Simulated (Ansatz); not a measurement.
ZnBr2. Charge 0, multiplicity 1. Geometry PBE0-D4/def2-TZVP, basis def2-TZVP, Ansatz.

```csv
atom,x (Å),y (Å),z (Å)
Zn1,0.0006,0.0002,0.0001
Br2,-0.9404,1.7261,1.0416
Br3,0.9398,-1.7264,-1.0417
```

```json
{"run": "A", "HOMO (eV)": "-7.64", "LUMO (eV)": "-2.39"}
{"run": "B", "HOMO (eV)": "-7.25", "LUMO (eV)": "-2.55"}
{"run": "C", "HOMO (eV)": "-9.89", "LUMO (eV)": "-0.89"}
{"run": "D", "HOMO (eV)": "-7.68", "LUMO (eV)": "-2.49"}
{"run": "E", "HOMO (eV)": "-8.58", "LUMO (eV)": "-1.78"}
{"run": "F", "HOMO (eV)": "-7.31", "LUMO (eV)": "-2.67"}
```

The structure comes from a short search, and lower isomers may exist.

**Question.** The runs used B97M-V, CAM-B3LYP, PBE, PBE0, r2SCAN, revPBE. Estimate which is which.

**Answer.** A r2SCAN (0 % exact exchange); B revPBE (0 % exact exchange); C CAM-B3LYP (range-separated); D B97M-V (0 % exact exchange); E PBE0 (25 % exact exchange); F PBE (0 % exact exchange). Exact exchange lowers occupied and raises empty levels; among semilocal functionals meta-GGAs tend to open the gap a little, and such runs are hard to tell apart. The gap grows from 4.64 eV (PBE) to 9.00 eV (CAM-B3LYP).
